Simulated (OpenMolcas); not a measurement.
# 4d7 along the 43-electron sequence

- Program: OpenMolcas
- Method: MS-CASPT2, IPEA 0.25 Eh, imaginary shift 0.1 Eh
- Basis: ANO-RCC-VQZP
- Scalar Hamiltonian: DKH2, point nucleus
- Spin-orbit coupling: RASSI with atomic mean-field integrals over the reference wave functions, term energies averaged over their components

Active space for each ion: 7 electrons in 5 orbitals (4d); closed shells correlated by CASPT2: 4s 4p.

Computed levels in cm-1 above 4F 9/2:

```json
{"Level": "4F 7/2", "Rh2+": "2130", "Pd3+": "2760", "Ag4+": "3540"}
{"Level": "4F 5/2", "Rh2+": "3480", "Pd3+": "4450", "Ag4+": "5630"}
{"Level": "4F 3/2", "Rh2+": "4330", "Pd3+": "5500", "Ag4+": "6900"}
{"Level": "4P 3/2", "Rh2+": "11580", "Pd3+": "13180", "Ag4+": "14660"}
{"Level": "4P 5/2", "Rh2+": "11720", "Pd3+": "13510", "Ag4+": "15350"}
{"Level": "4P 1/2", "Rh2+": "13100", "Pd3+": "15240", "Ag4+": "17450"}
{"Level": "2G 9/2", "Rh2+": "13250", "Pd3+": "15190", "Ag4+": "17080"}
{"Level": "2G 7/2", "Rh2+": "15320", "Pd3+": "17860", "Ag4+": "20480"}
{"Level": "2H 11/2", "Rh2+": "17930", "Pd3+": "20550", "Ag4+": "23200"}
{"Level": "weight of 4F in the lowest level (%)", "Rh2+": "98", "Pd3+": "97", "Ag4+": "96"}
```

Mixed levels, with the weight of the term that names them: Rh2+ 4P 3/2 (74 %), Pd3+ 4P 3/2 (70 %), Ag4+ 4P 3/2 (65 %).

Measured, with the error of the calculation in %. Measured levels: Rh2+ from the list in Shadmi, J. Res. Natl. Bur. Stand. 70A, 435 (1966); Ag4+ from the list in Gamrath, thesis, University of Mons (2023).

```json
{"Level": "4F 7/2", "Rh2+": "2148 (-0.8)", "Ag4+": "3690 (-4.0)"}
{"Level": "4F 5/2", "Rh2+": "3486 (-0.3)", "Ag4+": "5816 (-3.2)"}
{"Level": "4F 3/2", "Rh2+": "4322 (+0.1)", "Ag4+": "7097 (-2.8)"}
{"Level": "4P 3/2", "Rh2+": "10997 (+5.3)", "Ag4+": "14204 (+3.2)"}
{"Level": "4P 5/2", "Rh2+": "11062 (+5.9)", "Ag4+": "14899 (+3.0)"}
{"Level": "4P 1/2", "Rh2+": "", "Ag4+": "17067 (+2.3)"}
{"Level": "2G 9/2", "Rh2+": "", "Ag4+": "16875 (+1.2)"}
{"Level": "2G 7/2", "Rh2+": "", "Ag4+": "20442 (+0.2)"}
{"Level": "2H 11/2", "Rh2+": "", "Ag4+": "22532 (+3.0)"}
```

The fine-structure level 4F 3/2 changes by a factor of 1.59 from Rh2+ to Ag4+. Its fourth root runs 8.11, 8.61, 9.11, with steps per unit of Z of 0.50, 0.50; equal steps would mean a (Z - σ)^4 law with constant σ.

4P 3/2 changes by a factor of 1.27 over the same range, with steps per unit of Z of +1600, +1480 cm-1.

CASPT2 breaks the degeneracy within a term, and the mean is taken; among the terms shown or strongly mixed into the levels shown the widest spread is 1100 cm-1 (4d7 4F, Rh2+). Levels of configurations with an s electron are missing; early in the row they begin among the upper levels of the d shell and mix with terms of their name (holds for Rh2+). Computed and measured levels are paired by configuration, term and J; levels that our copy of the source lacks, or whose pairing is in doubt (as where it misses far off the trend of its configuration), stay unpaired and out of the deviations. Levels of configurations outside the active space are missing.
